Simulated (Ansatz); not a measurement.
Species: sum formula BN$_{2}$H$_{4}$Cl, net charge 0, singlet state. 
Structure (B3LYP-D3(BJ)/def2-TZVP (Ansatz, a quantum-chemistry and plane-wave program) minimum search):
```xyz
8

N     -1.1176    -1.2074    -0.2308
B      0.0437    -0.4192    -0.1476
N      1.3329    -0.8584    -0.4964
Cl    -0.1325     1.2714     0.4475
H     -1.1216    -2.1602    -0.5500
H     -2.0201    -0.8535     0.0290
H      1.5326    -1.7822    -0.8377
H      2.1363    -0.2615    -0.4215
```
Charge 0, spin multiplicity 1.

Basis-set convergence of Hartree-Fock and MP2 correlation energies (hartree) with Ansatz. Valence correlation only, unless marked. No spin-orbit coupling. No relativistic terms.

```csv
basis,functions,E(HF),"E(corr, MP2)"
cc-pV(D+d)Z,85,-595.56971,-0.56005
cc-pV(T+d)Z,185,-595.62910,-0.71498
cc-pV(Q+d)Z,349,-595.64321,-0.77135
```

Extrapolating the two largest sets (X = 3 and 4) as X^-3: E(corr) = (64·(-0.77135) - 27·(-0.71498))/37 = -0.8125 Eh, an estimate of the basis-set limit. The largest set recovers 94.9 % of it, the smallest 68.9 %.
